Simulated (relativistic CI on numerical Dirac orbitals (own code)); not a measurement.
## V²⁺ in a cubic cluster: 3p photoemission with charge transfer

Computed with a charge-transfer multiplet model of a cubic metal-ligand cluster with up to one ligand hole, Slater and spin-orbit integrals from Dirac-Coulomb-Breit ions, Slater integrals scaled by 0.7. The ground state mixes d3 with configurations of k ligand holes L, whose averages lie at kΔ + k(k − 1)U_dd/2; a core hole lowers each added d electron by U_cd. 300 K, Lorentzian 0.9 eV and Gaussian 0.8 eV FWHM.

Atomic integrals in eV (Slater integrals scaled, ζ unscaled), ground: F2dd 6.242, F4dd 3.880, zeta_d 0.019; with the core hole: F2dd 7.116, F4dd 4.461, zeta_d 0.024, zeta_core 0.548, F2cd 7.718, G1cd 9.604, G3cd 5.842.

Cluster parameters (eV): Δ = 7.1, U_dd = 4.3, 10Dq = 1, 10Dq(ligand) = 1.5, V(eg) = 2.6, V(t2g) = -1.43, final-state hopping factor = 0.9.

```json
{"Case": "U_cd = 4.8 eV", "n_d": "3.25", "d3": "0.75", "d4L": "0.25", "S": "1.50"}
{"Case": "U_cd = 5.4 eV", "n_d": "3.25", "d3": "0.75", "d4L": "0.25", "S": "1.50"}
{"Case": "U_cd = 6 eV", "n_d": "3.25", "d3": "0.75", "d4L": "0.25", "S": "1.50"}
```

Weights, n_d and S are thermal averages at 300 K. Binding energies count from the first peak over 30 % of the highest in each spectrum, which can be another peak from case to case. The parameters are a model scan and need not match a compound or its usual spin state. Peaks in eV (height, largest 100):
- U_cd = 4.8 eV: 0.0 (100), 4.4 (27), 10.3 (11), 13.9 (12), 17.1 (5)
- U_cd = 5.4 eV: 0.0 (100), 4.3 (27), 10.3 (11), 13.8 (12), 17.0 (6)
- U_cd = 6 eV: 0.0 (100), 1.5 (44), 4.2 (28), 10.2 (12), 13.6 (12), 16.9 (6)

Curve for U_cd = 6 eV (points under 2 left out, the grid thinned):

(E (eV), Intensity): (-3.8, 2.5), (-3.3, 3.2), (-2.8, 4.4), (-2.3, 6.4), (-1.8, 10.4), (-1.3, 20.1), (-0.8, 46.1), (-0.3, 88.2), (0.2, 95.9), (0.7, 62.7), (1.2, 44.5), (1.7, 43.2), (2.2, 31.9), (2.7, 20.2), (3.2, 18.5), (3.7, 24.1), (4.2, 27.9), (4.7, 24.5), (5.2, 18.7), (5.7, 12.6), (6.2, 9.0), (6.7, 7.1), (7.2, 5.9), (7.8, 5.3), (8.3, 5.6), (8.8, 6.9), (9.3, 9.0), (9.8, 11.4), (10.3, 12.2), (10.8, 10.6), (11.3, 9.5), (11.8, 10.0), (12.3, 10.5), (12.8, 10.9), (13.3, 11.6), (13.8, 11.8), (14.3, 10.5), (14.8, 8.5), (15.3, 6.3), (15.8, 5.0), (16.3, 5.3), (16.8, 6.0), (17.3, 5.2), (17.8, 3.4), (18.3, 2.1)

For the case U_cd = 4.8 eV, Δ = 7.1 eV is larger than U_dd = 4.3 eV, the Mott-Hubbard side of the Zaanen-Sawatzky-Allen scheme. With the core hole the configuration with one ligand hole lies at Δ − U_cd = 2.3, 1.7, 1.1 eV from the one without, in the order of the table; where this is negative the screened configuration lies lower, though the effective hopping of about 5.1 eV (from the holes of the mixed ground state) mixes the two strongly wherever it is as large as the gap.

With at most 1 ligand hole the space is cut while the next configuration still counts, so covalency is underestimated, and a final configuration with one more ligand hole, which can lie low, is missing from the spectra.
